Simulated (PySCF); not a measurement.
Isomers of H4O2Si2. Isolated molecules, 0 K electronic values unless said otherwise. One relaxed conformer stands for each flexible species; it need not be the lowest. Strings in code marks are SMILES.

Quantity: vertical ionisation energy (energy after one electron is removed minus that of the parent at the parent's geometry), in eV.

Case: `O=[Si](O)[SiH3]` (Si–Si–O–H torsion 0°). Geometry of `O=[Si](O)[SiH3]` (neutral, multiplicity 1, Å):

```xyz
8

O      1.2372    -2.1300    -0.5797
Si     0.9596    -0.6732    -0.2490
O      2.1182     0.4672    -0.1479
Si    -1.2037     0.1260     0.1639
H      1.8462     1.3657     0.0684
H     -2.0316    -0.1429    -1.0357
H     -1.1795     1.5863     0.4427
H     -1.7465    -0.5992     1.3373
```

Task: What is the computed vertical ionisation energy (energy after one electron is removed minus that of the parent at the parent's geometry) (minus the HOMO energy of HF/6-31G* // r2SCAN-D4/def2-TZVP (PySCF))?

Result: 11.31 eV.
